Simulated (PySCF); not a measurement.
**SMILES C=C(F)/C(F)=C\Br, C$_{4}$H$_{3}$BrF$_{2}$**

Molfile (atoms numbered from 1):
```
C4H3BrF2
     RDKit          3D

 10  9  0  0  0  0  0  0  0  0999 V2000
   -1.8106    0.5812    0.0557 C   0  0  0  0  0  0  0  0  0  0  0  0
   -0.7291   -0.1924    0.1711 C   0  0  0  0  0  0  0  0  0  0  0  0
   -0.8204   -1.4307    0.6427 F   0  0  0  0  0  0  0  0  0  0  0  0
    0.6228    0.2252   -0.1945 C   0  0  0  0  0  0  0  0  0  0  0  0
    0.6492    1.4660   -0.6920 F   0  0  0  0  0  0  0  0  0  0  0  0
    1.7981   -0.4148   -0.1044 C   0  0  0  0  0  0  0  0  0  0  0  0
    2.1147   -2.1291    0.5400 Br  0  0  0  0  0  0  0  0  0  0  0  0
   -2.7871    0.1965    0.3512 H   0  0  0  0  0  0  0  0  0  0  0  0
   -1.7191    1.5929   -0.3342 H   0  0  0  0  0  0  0  0  0  0  0  0
    2.6905    0.1134   -0.4448 H   0  0  0  0  0  0  0  0  0  0  0  0
  1  2  2  0
  2  3  1  0
  2  4  1  0
  4  5  1  0
  4  6  2  0
  6  7  1  0
  1  8  1  0
  1  9  1  0
  6 10  1  0
M  END
```

Method used: TDDFT CAM-B3LYP/def2-TZVPD circular dichroism and optical rotation, one conformer, gas phase (PySCF). Geometry: PBE0-D3(BJ)/def2-SVP.

The calculation is non-relativistic, which matters for the atoms heavier than Zn. No stereocentre is labelled: unless the shape is locked (an allene, a helicene, a hindered biaryl), the mirror image is equally populated and a measured rotation or CD is zero.

(1) Draw the ECD and absorption spectra from the lowest 12 states, each a Gaussian of half-width 0.2 eV at 1/e height.

Results:

(1) 
| E (eV) | λ (nm) | Δε (L mol⁻¹ cm⁻¹) | ε (L mol⁻¹ cm⁻¹) |
| --- | --- | --- | --- |
| 4.73 | 262 | 0.00 | 96.3 |
| 4.88 | 254 | +0.06 | 2330 |
| 5.03 | 246 | +0.50 | 18300 |
| 5.18 | 239 | +1.28 | 46800 |
| 5.33 | 233 | +1.02 | 38900 |
| 5.48 | 226 | +0.17 | 10500 |
| 5.63 | 220 | -0.07 | 976 |
| 5.78 | 214 | -0.04 | 42.1 |
| 5.93 | 209 | -0.09 | 8.89 |
| 6.08 | 204 | -0.17 | 123 |
| 6.23 | 199 | -0.36 | 845 |
| 6.38 | 194 | -0.93 | 2960 |
| 6.53 | 190 | -1.70 | 5800 |
| 6.68 | 186 | -1.95 | 5110 |
| 6.83 | 181 | -1.61 | 2110 |
| 6.98 | 178 | -0.73 | 605 |
| 7.13 | 174 | +0.01 | 352 |
| 7.28 | 170 | +0.38 | 959 |
| 7.43 | 167 | +0.40 | 1910 |
| 7.58 | 164 | -0.43 | 3280 |

Δε uses R in velocity form, ε uses f in length form. Only the states computed contribute, so the short-wavelength end is incomplete.
